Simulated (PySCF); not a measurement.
Positional isomers: trisilane hydroxy+silyl. All species are isolated molecules in the gas phase. One relaxed conformer stands for each flexible species; it need not be the lowest. Strings in code marks are SMILES.

All values below come from ωB97X-D3(BJ)/def2-TZVP // PBE0-D3(BJ)/def2-TZVP run with PySCF 2.14.0. Delta-SCF ions had no search for a lower state. Excitations are Tamm–Dancoff values on a coarser integration grid. The basis has no diffuse functions, so Rydberg states are missing or too high.

| species | HOMO (eV) | S1 excitation (TDA) (eV) | vertical ionisation energy (Delta-SCF) (eV) | T1 excitation (TDA) (eV) | S1 oscillator strength |
|---|---|---|---|---|---|
| `O[SiH2][SiH2][SiH2][SiH3]` | ___ | 6.49 | 9.72 | 5.78 | 0.050 |
| `[SiH2](O)[SiH]([SiH3])[SiH3]` (H–O–Si–Si torsion 180°, O–Si–Si–Si torsion -62°) | -10.10 | ___ | 9.78 | 5.72 | 0.084 |
| `O[Si@@H]([SiH3])[SiH2][SiH3]` (H–O–Si–Si torsion 56°, Si–Si–Si–Si torsion 172°) | -9.68 | 5.81 | 9.38 | 5.10 | 0.124 |
| `O[Si]([SiH3])([SiH3])[SiH3]` (H–O–Si–Si torsion 60°) | -9.72 | ___ | ___ | ___ | 0.006 |

Some entries are withheld; supply them.


- `O[SiH2][SiH2][SiH2][SiH3]`, HOMO (eV): -10.01
- `[SiH2](O)[SiH]([SiH3])[SiH3]` (H–O–Si–Si torsion 180°, O–Si–Si–Si torsion -62°), S1 excitation (TDA) (eV): 6.42
- `O[Si]([SiH3])([SiH3])[SiH3]` (H–O–Si–Si torsion 60°), S1 excitation (TDA) (eV): 5.50
- `O[Si]([SiH3])([SiH3])[SiH3]` (H–O–Si–Si torsion 60°), vertical ionisation energy (Delta-SCF) (eV): 9.39
- `O[Si]([SiH3])([SiH3])[SiH3]` (H–O–Si–Si torsion 60°), T1 excitation (TDA) (eV): 4.94
